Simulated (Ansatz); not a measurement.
A structure relaxed at PBE-D4/def2-SVP in Ansatz, charge 1, doublet:

```xyz
6

Au    1.0133   -0.9041    0.8932
Au    2.8556   -0.5716   -1.0151
Au    0.4683    0.5753   -1.3827
Au   -1.8664    1.7140   -1.7808
Ag   -0.9008   -1.1414    2.7772
Ag   -1.5699    0.3278    0.5083
```

Problem. Give its formula and point group.

Solution. Ag2Au4⁺. Point group Cs (tolerance 0.1 Å).

Problem. Summarise the bond lengths by kind (pairs closer than 1.2 times the sum of covalent radii, bridged metal pairs left out).

Solution. 4 × Au–Au 2.63 to 2.77 Å; 4 × Ag–Au 2.69 to 2.89 Å; 1 × Ag–Ag 2.78 Å.

In the def2 sets Ag, Au take a core potential; there is no spin–orbit coupling. The relaxation made no stability test and no search for a lower SCF solution. No other spin state of charge 1 was run. Another isomer (doublet) lies 0.30 eV lower at PBE0-D4/def2-TZVP; other spin states weren't run for this one.
